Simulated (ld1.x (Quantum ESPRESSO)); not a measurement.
## Before and after: ultrasoft potential for N

- Element: nitrogen (N)
- Generator: ld1.x (Quantum ESPRESSO) 7.5
- Type: ultrasoft
- Functional: PBEsol
- Relativity: scalar-relativistic
- Frozen core: [He]
- Valence charge: 5
- Reference configuration: 2s2 2p3
- Partial waves: 2s (bound): rcut 0.95, rcutus 1.10 bohr; 2s channel at 0.1 Ry: rcut 0.95, rcutus 1.10 bohr; 2p (bound): rcut 2.25, rcutus 2.40 bohr; 2p channel at 2.8 Ry: rcut 2.25, rcutus 2.40 bohr
- Local potential: all-electron potential smoothed inside 1.15 bohr (lloc = -1)
- Core correction: none
- Augmentation charge: PSQ, inside the norm-conserving radii

All-electron outer shells of the reference configuration (PBEsol, scalar-relativistic, ld1.x):

```json
{"shell": "1s", "level (eV)": "-383.09", "outermost node (bohr)": "–", "outermost maximum (bohr)": "0.15"}
{"shell": "2s", "level (eV)": "-18.46", "outermost node (bohr)": "0.32", "outermost maximum (bohr)": "1.02"}
{"shell": "2p", "level (eV)": "-7.04", "outermost node (bohr)": "–", "outermost maximum (bohr)": "0.98"}
```

Change: waves 2s (bound): rcut 0.95, rcutus 1.22 bohr; 2s channel at 0.1 Ry: rcut 0.95, rcutus 1.22 bohr.

Cutoffs: the cutoffs (Ry, on a coarse ladder) from which the occupation-weighted sum of valence levels, in a spherical-Bessel basis at the reference potential, stays within 10 and 1 mRy of its value at 400 Ry; they do not see the model core or the augmentation charge, which bear on the density cutoff. Errors are all-electron minus pseudo energies relative to the spin-unpolarised reference configuration.

**Question.** Predict the effect on cutoff, ghosts and configuration errors.

**Answer.** The potential gets harder (12 Ry and 21 Ry → 15 Ry and 30 Ry); the errors of the 7 common tests hardly move; neither file shows a bound ghost.

```tsv
quantity	base	changed
cutoff, loose	12 Ry	15 Ry
cutoff, tight	21 Ry	30 Ry
loose cutoff by channel (10 mRy a level)	s 10 Ry, p 10 Ry	s 12 Ry, p 10 Ry
bound ghosts	none	none
error for 2s2 2p2, meV [ΔE 13.52 eV]	+26	+26
error for 2s2 2p1, meV [ΔE 42.26 eV]	+274	+274
error for 2s2 2p0, meV [ΔE 89.14 eV]	+1297	+1314
error for 2s1 2p3, meV [ΔE 25.24 eV]	-73	-72
error for 2s0 2p5, meV [ΔE 22.90 eV]	-7.9	-7.5
error for 2s1 2p4, meV [ΔE 11.43 eV]	-2.5	-2.3
error for 2s1 2p0, meV [ΔE 166.66 eV]	+2133	+2155
s: phases at 2.61 bohr within 0.05 rad from the reference energy up to (Ry; the scan ends near 5)	to the end of the scan	to the end of the scan
p: phases at 2.61 bohr within 0.05 rad from the reference energy up to (Ry; the scan ends near 5)	to the end of the scan	to the end of the scan
lowest overlap eigenvalue by channel	s 0.55, p 0.79	s 0.55, p 0.79
```
